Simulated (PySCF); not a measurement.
**[NiCl5]3- by CASSCF and spin-orbit coupling**

[NiCl5]3- holds Ni(II), d8, at total charge -3. The structure is a PBE0-D3(BJ)/def2-TZVP, IEF-PCM water geometry optimised for multiplicity 3; coordination square pyramidal, point group C2v, metal–donor distances 2.37–2.45 Å.

```
6

Ni    0.000    0.000    0.000
Cl    2.425    0.000   -0.332
Cl   -2.425    0.000   -0.332
Cl    0.000    0.000    2.372
Cl    0.000   -2.375   -0.534
Cl    0.000    2.375   -0.534
```

Method (PySCF 2.14, density fitting): CASSCF(8,5) with orbitals averaged over all microstates of the shell, strongly contracted NEVPT2 on the averaged canonical orbitals; basis x2c-TZVPall on the metal, x2c-SVPall elsewhere; spin-free X2C; IEF-PCM water; spin-orbit coupling by state interaction with the mean-field operator over all roots.

## Spin-free states

| 2S+1 | deg. | symmetry | free-ion term | CASSCF / cm⁻¹ | NEVPT2 / cm⁻¹ | f(ED) |
| --- | --- | --- | --- | --- | --- | --- |
| 3 | 1 | 3A1 | 3F 1.00 | 0 | 0 | – |
| 3 | 1 | 3B2 | 3F 1.00 | 1972 | 2997 | 2.4e-06 |
| 3 | 1 | 3B1 | 3F 0.99 | 2408 | 3678 | 3.3e-06 |
| 3 | 1 | 3A2 | 3F 1.00 | 4276 | 6527 | 0 |
| 3 | 1 | 3A2 | 3F 0.98 | 5072 | 7492 | 0 |
| 3 | 1 | 3B1 | 3F 1.00 | 5583 | 8471 | 3.5e-06 |
| 3 | 1 | 3B2 | 3F 1.00 | 5682 | 8649 | 5.5e-06 |
| 1 | 1 | 1A1 | 1D 0.86 | 16694 | 14478 | – |
| 1 | 1 | 1A1 | 1D 0.91 | 17372 | 15647 | – |
| 1 | 1 | 1B2 | 1D 0.95 | 18946 | 18252 | – |
| 1 | 1 | 1B1 | 1D 0.95 | 19265 | 18766 | – |
| 3 | 1 | 3A2 | 3P 0.98 | 21472 | 20293 | 0 |
| 1 | 1 | 1A2 | 1D 0.98 | 20782 | 21103 | – |
| 3 | 1 | 3B1 | 3P 0.99 | 23380 | 22630 | 5.0e-05 |
| 3 | 1 | 3B2 | 3P 1.00 | 23548 | 22839 | 6.3e-05 |
| 1 | 1 | 1A2 | 1G 1.00 | 25649 | 24476 | – |
| 1 | 1 | 1A1 | 1G 0.88 | 26460 | 25864 | – |
| 1 | 1 | 1B1 | 1G 0.96 | 28108 | 27832 | – |
| 1 | 1 | 1B2 | 1G 0.96 | 28348 | 28138 | – |
| 1 | 1 | 1A1 | 1G 0.92 | 29185 | 29478 | – |
| 1 | 1 | 1A1 | 1G 0.97 | 29463 | 29682 | – |
| 1 | 1 | 1B2 | 1G 0.99 | 29754 | 30165 | – |
| 1 | 1 | 1B1 | 1G 0.99 | 29856 | 30267 | – |
| 1 | 1 | 1A2 | 1G 0.99 | 30239 | 30812 | – |
| 1 | 1 | 1A1 | 1S 0.99 | 64637 | 57903 | – |

Energies are counted from the ground state at NEVPT2 level. Weights follow the labels. f(ED) is the electric-dipole oscillator strength from the ground state at the fixed geometry, without vibronic coupling; occupations, where given, run over the ligand-field orbitals from the lowest.

## Spin-orbit levels

| E / cm⁻¹ | deg. | make-up |
| --- | --- | --- |
| 0.0 | 1 | 0.95 3A1 + 0.03 3B2 |
| 24.3 | 1 | 0.95 3A1 + 0.04 3B2 |
| 44.7 | 1 | 0.97 3A1 |
| 2849.6 | 1 | 0.78 3B2 + 0.20 3B1 |
| 2968.6 | 1 | 0.74 3B2 + 0.24 3B1 |
| 3257.3 | 1 | 0.95 3B2 + 0.04 3A1 |
| 3921.0 | 1 | 0.96 3B1 |
| 3975.0 | 1 | 0.78 3B1 + 0.20 3B2 |
| 4166.6 | 1 | 0.73 3B1 + 0.21 3B2 + 0.04 3A1 |
| 6444.5 | 1 | 0.90 3A2 + 0.06 3B2 + 0.03 3B1 |
| 6554.9 | 1 | 0.87 3A2 + 0.10 3B2 |
| 6610.6 | 1 | 0.86 3A2 + 0.09 3B1 + 0.04 3A2 |
| 7172.5 | 1 | 0.70 3A2 + 0.19 3B1 + 0.10 3B2 |
| 7478.0 | 1 | 0.76 3A2 + 0.14 3B1 + 0.09 3A2 |
| 7648.2 | 1 | 0.89 3A2 + 0.06 3B2 + 0.04 3A2 |
| 8609.3 | 1 | 0.69 3B1 + 0.30 3B2 |
| 9073.7 | 1 | 0.48 3B1 + 0.27 3A2 + 0.21 3B2 |
| 9090.9 | 1 | 0.69 3B2 + 0.30 3B1 |
| 9127.7 | 1 | 0.77 3B1 + 0.19 3A2 + 0.04 3A2 |
| 9200.5 | 1 | 0.84 3B2 + 0.09 3A2 + 0.07 3A2 |
| 9295.9 | 1 | 0.61 3B2 + 0.27 3B1 + 0.09 3A2 |
| 14754.1 | 1 | 0.96 1A1 |
| 15905.0 | 1 | 0.97 1A1 |
| 18237.9 | 1 | 0.88 1B2 + 0.09 3A2 |

Only the lowest levels are listed: 24 of 45 states.

Magnetism:

The ground multiplet follows a spin Hamiltonian with S = 1, g = 2.311, 2.529, 2.666, D = 34.49 cm⁻¹, E/|D| = 0.29 (spin-orbit part alone); the lowest levels hold 96 % of the spin-free ground state. μeff is 3.70 μB at 300 K and 2.42 μB at 10 K; the spin-only value is 2.83 μB.

| T / K | χT / cm³ K mol⁻¹ | μeff / μB | χT along axes a, b, c |
| --- | --- | --- | --- |
| 2 | 0.152 | 1.10 | 0.00 0.15 0.31 |
| 5 | 0.380 | 1.74 | 0.00 0.38 0.76 |
| 10 | 0.735 | 2.42 | 0.04 0.73 1.44 |
| 20 | 1.194 | 3.09 | 0.31 1.19 2.08 |
| 30 | 1.394 | 3.34 | 0.57 1.40 2.22 |
| 50 | 1.534 | 3.50 | 0.86 1.55 2.19 |
| 75 | 1.587 | 3.56 | 1.04 1.61 2.12 |
| 100 | 1.612 | 3.59 | 1.13 1.64 2.07 |
| 150 | 1.642 | 3.62 | 1.22 1.67 2.03 |
| 200 | 1.666 | 3.65 | 1.28 1.70 2.02 |
| 250 | 1.688 | 3.67 | 1.32 1.72 2.02 |
| 300 | 1.711 | 3.70 | 1.35 1.75 2.04 |

Axes in the frame of the coordinates: a = (0.00, 0.00, 1.00); b = (0.00, -1.00, 0.00); c = (-1.00, 0.00, 0.00).

Powder magnetisation at 2 K: 0.07 μB at 0.5 T, 0.14 μB at 1 T, 0.27 μB at 2 T, 0.40 μB at 3 T, 0.64 μB at 5 T, 0.86 μB at 7 T.

NEVPT2 lifts 3B1 from 2408 to 3678 cm⁻¹; on the d shell alone such lifts tend to overshoot.

The job took 11 s on one thread of Arm Neoverse V1 (shared host), with 138 basis functions and a peak of 0.57 GiB, launched as `OMP_NUM_THREADS=1 python lf_run.py task.json out`.
